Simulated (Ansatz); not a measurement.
Molecule: C₂H₆FGa (charge 0, singlet). SMILES: [Ga]([CH3])([F])[CH3]
Geometry: optimised at B3LYP-D3(BJ)/def2-TZVP (Ansatz, a program for electronic structure).

Computed values are from Ansatz. Correlated levels leave the core frozen unless marked. Open shells are spin-unrestricted. No spin-orbit coupling. The frozen core is the preceding noble-gas configuration, with the filled d and f shells of earlier blocks. Non-relativistic. CBS marks a two-point X^-3 extrapolation of the correlation energy; Hartree-Fock from the larger set. The bracket is a focal-point correction in the basis named.

```json
{
 "atomisation energy De": "3591.5 kJ/mol at CCSD(T)/CBS(aug-cc-pVTZ,aug-cc-pVQZ)",
 "vertical ionisation energy (to the doublet)": "10.49 eV at RI-MP2/CBS(aug-cc-pVTZ,aug-cc-pVQZ)+[CCSD(T)-MP2]/aug-cc-pVTZ",
 "total_energy": "-2102.9272 Eh at CCSD(T)/CBS(aug-cc-pVTZ,aug-cc-pVQZ)",
 "dipole_moment": "2.87 D at CCSD(T)/aug-cc-pVDZ",
 "T1 diagnostic": "0.011 at CCSD/aug-cc-pVQZ"
}
```
